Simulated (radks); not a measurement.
Task: The mean radii <r> (bohr) of the occupied orbitals of an atom or ion are listed with their occupations. Method: Dirac Kohn-Sham, LDA (Slater exchange, Perdew-Zunger correlation), spin-unpolarised, spherical densities, point nucleus; computed with a radial shooting solver on a logarithmic mesh with Libxc functionals.

orbital  occ.      <r>
1s1/2       2  0.03266
2s1/2       2   0.1417
2p1/2       2   0.1204
2p3/2       4   0.1252
3s1/2       2   0.3912
3p1/2       2   0.3835
3p3/2       4   0.3944
3d3/2       4   0.3686
3d5/2       6   0.3721
4s1/2       2   0.9800
4p1/2       2    1.060
4p3/2       4    1.092
4d3/2       4    1.536
4d5/2       4    1.558

Name the element and its charge. Open shells, if any, fill j = l - 1/2 first.

Result: Z = 45, rhodium, charge +1: Rh+ in [Kr] 4d8. The 1s radius gives Z: for a bare nucleus <r> = (2 gamma + 1)/(2Z) with gamma = sqrt(1 - (Z/c)^2), 0.0321 bohr for Z = 45, and screening makes it slightly larger (0.03266 here). The occupations add up to 44, and the charge is Z minus that.
